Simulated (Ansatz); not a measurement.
`[BH2][AlH][S]C`, relaxed with RKS PBE0-D4/def2-TZVP in the Gaussian-basis code of Ansatz from a PBE-D4/def2-SVP geometry. The force threshold is 0.005 eV/Å; the program also tests the step.

Charge 0, multiplicity 1.

Start:

```xyz
10

B     1.606   -1.074   -0.477
Al    0.548   -0.716    1.329
S    -1.223    0.596    1.313
C    -1.378    1.122   -0.449
H     1.383   -2.041   -1.188
H     2.470   -0.322   -0.899
H     0.879   -1.301    2.783
H    -0.415    1.480   -0.861
H    -2.102    1.958   -0.474
H    -1.769    0.298   -1.076
```

| step | energy (eV) | largest force (eV/Å) | largest move (Å) |
| --- | --- | --- | --- |
| 1 | -19234.8989 | 0.481 | 0.000 |
| 2 | -19234.9332 | 0.195 | 0.036 |
| 3 | -19234.9364 | 0.046 | 0.015 |
| 4 | -19234.9365 | 0.034 | 0.011 |
| 5 | -19234.9366 | 0.013 | 0.003 |
| 6 | -19234.9367 | 0.020 | 0.010 |
| 7 | -19234.9367 | 0.009 | 0.005 |
| 8 | -19234.9367 | 0.007 | 0.009 |
| 9 | -19234.9367 | 0.009 | 0.005 |
| 10 | -19234.9367 | 0.011 | 0.019 |
| 11 | -19234.9367 | 0.010 | 0.016 |
| 12 (rejected) | -19234.9365 | 0.051 | 0.048 |
| 13 | -19234.9368 | 0.005 | 0.007 |
| 14 | -19234.9368 | 0.006 | 0.011 |
| 15 | -19234.9368 | 0.007 | 0.009 |
| 16 | -19234.9368 | 0.007 | 0.007 |
| 17 | -19234.9368 | 0.006 | 0.015 |
| 18 (rejected) | -19234.9367 | 0.027 | 0.044 |
| 19 | -19234.9368 | 0.004 | 0.022 |
| 20 (rejected) | -19234.9366 | 0.059 | 0.055 |
| 21 | -19234.9368 | 0.005 | 0.005 |

End:

```xyz
10

B     1.559   -1.063   -0.486
Al    0.529   -0.694    1.331
S    -1.214    0.619    1.309
C    -1.343    1.107   -0.443
H     1.291   -1.984   -1.206
H     2.447   -0.360   -0.882
H     0.893   -1.289    2.757
H    -0.415    1.550   -0.803
H    -2.131    1.856   -0.509
H    -1.615    0.258   -1.068
```

Hardware: 2 threads of an Intel Xeon Platinum 8259CL on a shared host. Wall time 100 s, peak host memory 0.42 GiB.
